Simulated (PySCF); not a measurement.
Compound: cis-Hf(H2O)2Cl4 (singlet state).
Cartesian coordinates in Å at the PBE0-D3(BJ)/def2-SVP level; atoms count from 1:
```
atom  x, y, z in Å
Hf1   -0.5896   -0.1262   -0.5902
O2    -0.4347    0.1102    1.7094
H3    -0.5953   -0.6778    2.2459
H4    -0.8372    0.8796    2.1334
Cl5   -0.3362   -0.3654   -2.9235
O6     1.7099    0.1433   -0.4490
H7     2.0784    0.9633   -0.8046
H8     2.2768   -0.5988   -0.6981
Cl9   -2.9233   -0.3572   -0.3381
Cl10  -0.3672    2.2660   -0.3614
Cl11   0.1166   -2.3224    0.1072
```

Method: TDDFT CAM-B3LYP/def2-SVPD, vertical, gas phase, core orbitals frozen in the response, def2 core potentials past Kr (PySCF). Spin–orbit coupling is left out.

Ground-to-excited transition dipoles (e·a0, same axes as the geometry; the sign carries no meaning), for the states with f of 0.002 or more among the lowest 10:

```json
{"state": "S2", "E (eV)": "6.006", "μx": "-0.005", "μy": "0.147", "μz": "-0.033"}
{"state": "S4", "E (eV)": "6.140", "μx": "0.253", "μy": "0.071", "μz": "0.249"}
{"state": "S5", "E (eV)": "6.149", "μx": "-0.051", "μy": "0.114", "μz": "-0.066"}
{"state": "S6", "E (eV)": "6.181", "μx": "-0.089", "μy": "0.008", "μz": "0.105"}
{"state": "S9", "E (eV)": "6.362", "μx": "-0.323", "μy": "-0.067", "μz": "-0.328"}
{"state": "S10", "E (eV)": "6.511", "μx": "0.002", "μy": "-0.165", "μz": "0.027"}
```

Q: What oscillator strength does each state have?

A: f = (2/3) ΔE |μ|² with ΔE in hartree (27.2114 eV).

```json
{"state": "S2", "|μ|² (au)": "0.023", "|μ| (D)": "0.38", "f": "0.003"}
{"state": "S4", "|μ|² (au)": "0.131", "|μ| (D)": "0.92", "f": "0.020"}
{"state": "S5", "|μ|² (au)": "0.020", "|μ| (D)": "0.36", "f": "0.003"}
{"state": "S6", "|μ|² (au)": "0.019", "|μ| (D)": "0.35", "f": "0.003"}
{"state": "S9", "|μ|² (au)": "0.217", "|μ| (D)": "1.18", "f": "0.034"}
{"state": "S10", "|μ|² (au)": "0.028", "|μ| (D)": "0.42", "f": "0.004"}
```

Q: What angle do the transition dipoles of S4 and S9 make?

A: |cos θ| = |μa·μb| / (|μa| |μb|) = 1.00, so θ ≈ 3° (taken between 0 and 90°, since the signs are arbitrary).

Q: What peak molar absorption coefficient would the strongest computed level give as a lone Gaussian band 0.4 eV wide at half height?

A: ε(max) = 2.175×10⁸ f / FWHM, with the width in cm⁻¹. S9: 2.175×10⁸ × 0.0338 / 3226 ≈ 2300 L mol⁻¹ cm⁻¹.

All these states lie below the vertical ionisation energy of 10.82 eV (ΔSCF).

Hardware: one thread, Arm Neoverse V1 (aarch64), no GPU, shared host. Cost: 4.9 min of wall time (with the writing of density and orbital grids), 1.4 GiB resident at most.
